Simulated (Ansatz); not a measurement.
Reaction (ligand exchange at the Si–N bond): `O[SiH](O)[NH][GeH3]` + CH₃NH₂ → `CN[SiH](O)O` + `[NH2][GeH3]`

Computed with Ansatz on PBE0-D4/def2-TZVP structures; ΔE is electronic, products minus reactants. CBS: MP2 limit from def2 TZ/QZ plus the TZ coupled-cluster correction, frozen cores. For Ge outer-core shells are correlated without core-valence functions, which leaves a few kJ/mol of doubt a bond. Scalar relativity is left out up to krypton. One conformer a species, not always the lowest.

```
              species  CCSD/def2-TZVPP energy (Eh)
`O[SiH](O)[NH][GeH3]`                  -2573.91732
               CH₃NH₂                    -95.68504
        `CN[SiH](O)O`                   -536.33446
        `[NH2][GeH3]`                  -2133.26322
```

Question: Work out ΔE.

Answer: ΔE = (-536.33446) + (-2133.26322) − (-2573.91732) − (-95.68504) = 0.00468 Eh = +0.13 eV. CCSD(T)/CBS gives +0.12 eV.

Largest T1 diagnostic among the species: 0.011.
